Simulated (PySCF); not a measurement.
Species: C6H13N.
Numbering: `[CH3:1][CH2:2][C@@H:3]1[CH2:4][C@H:5]1[CH2:6][NH2:7]` (hydrogens: H8, H9, H10 on C1; H11, H12 on C2; H13 on C3; H14, H15 on C4; H16 on C5; H17, H18 on C6; H19, H20 on N7)

Method used: PySCF, PBE0-D3(BJ)/def2-SVP geometry optimisation, gas phase.

Q: What internal coordinates does the optimisation give?

A: 
```tsv
bond	length (Å)	order
C1–C2	1.521	single
C2–C3	1.508	single
C3–C4	1.503	single
C4–C5	1.504	single
C5–C6	1.512	single
C6–N7	1.450	single
C3–C5	1.497	single
C1–H8, C1–H9, C1–H10	1.101	single
C2–H11	1.104	single
C2–H12	1.104	single
C3–H13	1.098	single
C4–H14	1.095	single
C4–H15	1.094	single
C5–H16	1.098	single
C6–H17	1.104	single
C6–H18	1.105	single
N7–H19, N7–H20	1.019	single
```

Bonds in one row agree within 0.01 Å and their mean is given. Orders are formal, as drawn. A selection of angles:
```tsv
angle	degrees
C2–C1–H8	111.2
H8–C1–H9	107.3
C1–C2–C3	113.1
C1–C2–H11	109.8
C1–C2–H12	109.8
C3–C2–H11	109.2
C3–C2–H12	108.8
H11–C2–H12	105.8
C2–C3–C4	120.5
C2–C3–C5	121.4
C2–C3–H13	114.1
C4–C3–C5	60.2
C4–C3–H13	115.2
C5–C3–H13	115.1
C3–C4–C5	59.7
C3–C4–H14	118.4
C3–C4–H15	117.8
C5–C4–H14	118.0
C5–C4–H15	118.5
H14–C4–H15	114.1
C4–C5–C6	119.9
C4–C5–H16	115.5
C6–C5–H16	114.1
C3–C5–C4	60.1
C3–C5–C6	121.3
C3–C5–H16	115.5
C5–C6–N7	115.8
C5–C6–H17	109.5
C5–C6–H18	108.7
N7–C6–H17	108.3
N7–C6–H18	108.5
H17–C6–H18	105.5
C6–N7–H19	109.4
H19–N7–H20	105.6
```

Dihedral angles: C1–C2–C3–C4 -84° (synclinal); C2–C3–C4–C5 -111° (anticlinal); C3–C4–C5–C6 -111° (anticlinal); C4–C5–C6–N7 -81° (synclinal); C2–C3–C5–C4 110° (anticlinal).

Of the pairs four or more bonds apart, H13···H18 is among the closest relative to their van der Waals radii: 2.45 Å, 102 % of the sum of Bondi's values. The C–C distances run from 1.497 Å (C3–C5, drawn single) to 1.521 Å (C1–C2, drawn single), a spread of 0.024 Å. The 3-membered ring C3–C4–C5 has internal angles of 59.7° to 60.2°. N7 (primary amine nitrogen) is pyramidal (angles 109.9°, 109.4° and 105.6°, sum 324.9°, 0.40 Å off the plane of its three neighbours).

Point group: C1 (no symmetry element, even within 0.4 Å). Whether it is a minimum is left open (no frequencies). One conformer, not necessarily the lowest (C1–C2–C3–C4 -84°, C4–C5–C6–N7 -81°, C5–C6–N7–H 54° and -61°).
